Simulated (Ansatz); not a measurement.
Abridged output of a molecular run in Ansatz:

```
Functional definition: HF
857 factors; integrals over basis functions are off by at most 1.1e-3 eV
mean field evaluation 1: about -55468.7631 eV, gradient 2.8e1 eV
mean field evaluation 2: about -55468.7652 eV, gradient 2.8e1 eV
mean field evaluation 4: about -55470.6252 eV, gradient 2.8e0 eV
mean field evaluation 8: about -55470.6496 eV, gradient 1.0e-4 eV
mean field -55470.64961656 eV, -2038.5087740517 hartree, gradient 2.2e-6 eV, S^2 0.000000; 0 other end points of the search recorded, 0 dependent functions left out
11 core orbitals not correlated: weight in the atoms' cores, before any rotation towards them, 1.000 or more for the frozen orbitals, at most 0.000 for the correlated occupied ones
reference -55470.64961656 eV, -2038.5087740517 hartree; 14, 14 occupied and 60, 60 virtual orbitals, 857 factors
second order -14.88150211 eV of doubles, -0.00000000 eV of singles
cycle   1  -14.90058596 eV  change   -1.9e-2 eV  update   9.4e-2
cycle   2  -15.38419648 eV  change   -4.8e-1 eV  update   2.9e-2
cycle   3  -15.47514473 eV  change   -9.1e-2 eV  update   1.3e-2
cycle   4  -15.47092457 eV  change    4.2e-3 eV  update   2.8e-3
cycle   5  -15.47115388 eV  change   -2.3e-4 eV  update   1.0e-3
cycle   6  -15.47128404 eV  change   -1.3e-4 eV  update   3.3e-4
cycle   7  -15.47110552 eV  change    1.8e-4 eV  update   1.5e-4
cycle   8  -15.47105787 eV  change    4.8e-5 eV  update   6.6e-5
cycle   9  -15.47108046 eV  change   -2.3e-5 eV  update   3.0e-5
perturbative correction -0.41706976 eV, -0.0153270309 hartree
Total energy: -55486.53776677 eV, -2039.0926528027 hartree
```

Its atoms:

```xyz
8

O     1.0911    0.9133    0.3344
C     0.4246    0.0215   -0.5647
Ga   -1.1332   -0.5092    0.5611
H     1.8862    1.2532   -0.0835
H     1.0633   -0.8283   -0.8319
H     0.1272    0.5326   -1.4877
H    -1.0112   -1.7344    1.5379
H    -2.4480    0.3513    0.5343
```

Problem. Which basis set was used?
A. def2-TZVPPD
B. def2-SVP
C. def2-SVPD
D. def2-QZVPP

Solution. B. It gives 85 functions.

Problem. Write the keys of the input that set method, charge and spin (a neutral closed shell needs none for the last two).

Solution. 
```yaml
correlation: {method: ccsd_t}
```
